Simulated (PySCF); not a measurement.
Mo⁺ (molybdenum, charge +1): UHF calculation

Configuration: [Kr] 4d5, high-spin 6S determinant. Calculation: PySCF 2.14, in aug-cc-pVTZ-DK (9s8p6d3f2g, 102 functions); the spin-free X2C one-electron Hamiltonian (Gaussian nucleus).

```
Total energy                        : -4045.850505 hartree
One-electron energy                 : -5574.7833 hartree
Hartree (Coulomb) energy            : 1651.6101 hartree
Exchange energy                     : -122.6773 hartree
⟨S²⟩                                : 8.7530
⟨L²⟩                                : 0.000
Sum of ⟨r⟩                          : 27.62 bohr
Sum of ⟨r²⟩                         : 37.69 bohr²
Langevin diamagnetic susceptibility : -29.9 ×10⁻⁶ cm³/mol
```

```tsv
shell	electrons	mean orbital energy (hartree)	rms radius, mean of both spins (bohr)
1s β	1	-739.08410	0.0404
1s α	1	-739.08195	0.0404
2s α	1	-107.37441	0.166
2s β	1	-107.34310	0.166
2p α	3	-95.81394	0.148
2p β	3	-95.78329	0.148
3s α	1	-19.66673	0.456
3s β	1	-19.65127	0.456
3p α	3	-15.76846	0.462
3p β	3	-15.74867	0.462
3d α	5	-9.42583	0.453
3d β	5	-9.37698	0.453
4s α	1	-3.26021	1.19
4s β	1	-3.03956	1.19
4p α	3	-2.16086	1.34
4p β	3	-1.85741	1.34
4d α	5	-0.60091	2.01
```

Densities and radii are taken from the X2C orbitals without a picture-change correction, which distorts them close to the nucleus.

Spin-orbit constants ζ (cm⁻¹) from the X2C one-electron operator on these orbitals: bare nucleus, nucleus screened by l(l+1)(2l+1)/3 electrons, and screened by the Breit-Pauli mean field of the electrons.

```
shell    bare  screened nucleus  mean field
   2p  580900            553300         n/a
   3p   96700             92100         n/a
   3d   13620             10380         n/a
   4p   12240             11660         n/a
   4d   866.0             659.8         n/a
```
